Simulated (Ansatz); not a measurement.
`[F][GeH]([F])[SiH3]` + `CCS` → `CCS[SiH3]` + `[F][GeH2][F]` at 500 K and 1 bar (cleavage of the Si–Ge bond).

Program: Ansatz. Geometries: PBE0-D4/def2-TZVP. ΔE: electronic, gas phase. CCSD(T)/CBS is the MP2 limit (def2-TZVPP, def2-QZVPP) plus CCSD(T) − MP2 in def2-TZVPP, frozen cores. This one scheme is used for every species. For Ge outer-core shells are correlated without core-valence functions, which leaves a few kJ/mol of doubt a bond. Scalar relativity is left out up to krypton. One conformer a species, not always the lowest.

```csv
species,CCSD(T)/CBS energy (Eh),H − E (kJ/mol),S (J/(mol·K))
`[F][GeH]([F])[SiH3]`,-2567.24983,142.3,408.1
`CCS`,-477.49091,229.0,328.4
`CCS[SiH3]`,-767.79185,289.4,409.6
`[F][GeH2][F]`,-2276.96403,81.0,313.2
```

H − E and S are ideal-gas, rigid-rotor, harmonic terms from PBE0-D4/def2-TZVP, for one conformer and one mirror image of each species. 1 Eh = 2625.50 kJ/mol, R = 8.31446 J/(mol·K).

**Question.** By hand: ΔE, ΔH, ΔS and ΔG.

**Answer.** ΔE = (-767.79185) + (-2276.96403) − (-2567.24983) − (-477.49091) = -0.01514 Eh = -39.8 kJ/mol. Δ(H − E) = 289.4 + 81.0 − 142.3 − 229.0 = -0.9, so ΔH = -40.7 kJ/mol. ΔS = 409.6 + 313.2 − 408.1 − 328.4 = -13.7 J/(mol·K). ΔG = -40.7 − 500 × (-13.7)/1000 = -33.9 kJ/mol.

**Question.** By hand: the equilibrium constant, and the temperature at which ΔG would vanish if ΔH and ΔS stayed fixed.

**Answer.** log₁₀ K = −ΔG/(RT ln 10) = 3.5. ΔG = 0 at ΔH/ΔS = 2971 K, far beyond where these terms or the molecules hold.

The number of gas molecules stays the same, so ΔS is small and ΔH decides. A doubt of 5 kJ/mol in ΔE shifts log₁₀ K by 0.5 here. Other conformers and mirror images would add mixing entropy, several J/(mol·K) or more a flexible species. Modes under 60 cm⁻¹, often nearly free rotors, make the harmonic entropy too high. These are equilibria of isolated gas molecules and say nothing of rates. Largest T1 diagnostic: 0.013 (customary marks: 0.02 for closed shells, 0.045 for open ones).
